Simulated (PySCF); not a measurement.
SbF2Br, SMILES [F][Sb]([F])[Br]. Coordinates come from a B3LYP-D3(BJ)/def2-SVP optimisation. The def2 effective core potentials stand for the cores of Sb; spin–orbit coupling is left out.

Computed equilibrium geometry at B3LYP-D3(BJ)/def2-SVP (PySCF confirms it by a frequency run) as a Z-matrix, and its point group:
point group Cs.
```
Sb
F 1 1.9335
F 1 1.9335 2 94.62
Br 1 2.5293 2 97.59 3 98.31
```
